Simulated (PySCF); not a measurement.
C2H4N, SMILES CC#[NH+], charge +1.

Geometry: B3LYP-D3(BJ)/def2-TZVP. The isomer is the one that the SMILES or the coordinates give; other isomers of the formula were not compared.

Two levels are set side by side: TDA-PBE/def2-SVPD (PySCF) and ADC(2)/aug-cc-pVDZ (PySCF). Vertical, same geometry; the bases differ. Differences are taken from unrounded values.

```json
[
 {"quantity": "lowest singlet excitation (eV)", "ADC(2)": "8.95"}
]
```

**Question.** What does TDA-PBE give, and how far is it from ADC(2)? (The exact figures need the calculation; the answer reports its results.)

**Answer.** 
```tsv
quantity	TDA-PBE	TDA-PBE minus ADC(2)
lowest singlet excitation (eV)	7.92	-1.03
```

Functionals without exact exchange tend to place singlet excitations lower, as here. Differences between two approximate levels are no errors against the true value.

Rough cost on one machine, each run with all the roots and properties that it gave: ADC(2) against TDA-PBE about 9 times.
